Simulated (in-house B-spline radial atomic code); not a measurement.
Configurations of Sb+, with energies counted from [Kr] 4d10 5s2 5p2. Computed with a B-spline radial code for spherical atoms: scalar-relativistic (X2C) B3LYP, spin-polarised, spherical fractional occupations, exact exchange averaged over the configuration, Fermi nucleus of rms radius 4.6802 fm. Shells without spins written out take the highest spin.

Occupations are held fixed; configurations that lie above the ionisation limit could autoionise.

| configuration | E - E(ref) (eV) | highest orbital | its <r> (bohr) |
| --- | --- | --- | --- |
| [Kr] 4d10 4f1 5s1 5p2 | 20.471 | 4f up | 7.688 |
| [Ar] 3d10 4s2 4p5 4d10 5s2 5p2 5d1 | 112.82 | 5d up | 4.041 |
| [Ar] 3d10 4s2 4p5 4d10 5s2 5p2 6d1 | 116.58 | 6d up | 8.961 |
| [Ar] 3d9 4s2 4p6 4d10 4f1 5s2 5p2 | 542.92 | 4f up | 7.556 |
| [Ar] 3d9 4s2 4p6 4d10 5s2 5p2 5f1 | 544.03 | 5f up | 12.69 |

(1) Order these further configurations by energy, lowest first.
A. [Kr] 4d9 5s2 5p2 6f1
B. [Kr] 4d10 5s1 5p2 5d1
C. [Kr] 4d10 5s1 5p2 5f1
D. [Kr] 4d10 5s2 5p1 6d1
E. [Kr] 4d9 4f1 5s2 5p2

Results:

(1) D (12.512 eV), B (16.55 eV), C (21.585 eV), E (45.875 eV), A (47.721 eV).
